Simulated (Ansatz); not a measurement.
Relaxation of C2H7BN2 (12 atoms, charge 0, multiplicity 1), to a largest force component of 0.015 eV/Å in at most 40 steps.

Theory: RKS PBE0-D4/def2-SVP in Ansatz 0.2.0.

```xyz
12
Properties=species:S:1:pos:R:3:forces:R:3
C -1.289 0.596 0.920 -1.99 4.57 -1.22
C 0.027 0.782 0.248 -1.39 0.44 -2.56
N 0.993 -0.028 0.854 4.88 -2.34 -1.86
B 0.587 -0.447 -0.561 -0.94 0.63 1.23
N 0.539 -1.364 -1.798 0.30 1.27 2.61
H -2.128 0.914 0.172 1.09 -0.69 1.24
H -1.378 1.348 1.767 -0.07 -0.86 -0.39
H -1.480 -0.373 1.279 -0.12 -1.72 0.51
H 0.388 1.800 -0.047 -0.85 -0.33 0.23
H 1.969 0.400 0.736 -1.40 -0.95 0.83
H 1.512 -1.370 -2.104 0.14 -0.51 -0.30
H 0.336 -2.314 -1.431 0.35 0.47 -0.33
```

Question: Where does it end, and by what steps?

Answer: The run converged. After 17 steps the energy has fallen by 2.211 eV; H12 moved furthest, 1.10 Å.

| step | energy less start (eV) | largest force component (eV/Å) | accepted |
| --- | --- | --- | --- |
| 0 | 0.0000 | 4.879 | yes |
| 1 | -0.9398 | 2.034 | yes |
| 2 | -1.2515 | 1.123 | yes |
| 3 | -1.4355 | 1.139 | yes |
| 4 | -1.6588 | 0.831 | yes |
| 5 | -1.8982 | 1.262 | yes |
| 6 | -2.0346 | 1.052 | yes |
| 7 | -2.1662 | 0.455 | yes |
| 8 | -2.1921 | 0.332 | yes |
| 9 | -2.1783 | 0.396 | no |
| 10 | -2.1974 | 0.646 | yes |
| 11 | -2.2061 | 0.422 | yes |
| 12 | -2.2061 | 0.332 | no |
| 13 | -2.2087 | 0.295 | yes |
| 14 | -2.2089 | 0.119 | yes |
| 15 | -2.2111 | 0.019 | yes |
| 16 | -2.2110 | 0.011 | no |
| 17 | -2.2111 | 0.004 | yes |

```xyz
12
Properties=species:S:1:pos:R:3
C -1.307 0.649 1.011
C -0.101 0.702 0.103
N 1.147 0.083 0.587
B 0.634 -0.494 -0.559
N 0.827 -1.443 -1.558
H -2.232 0.849 0.445
H -1.248 1.397 1.821
H -1.403 -0.343 1.479
H 0.016 1.681 -0.396
H 1.966 0.534 0.971
H 1.642 -2.039 -1.600
H 0.136 -1.629 -2.270
```

Run time: 48 s on 2 threads of Arm Neoverse V1 (shared host), peak memory 0.22 GiB.
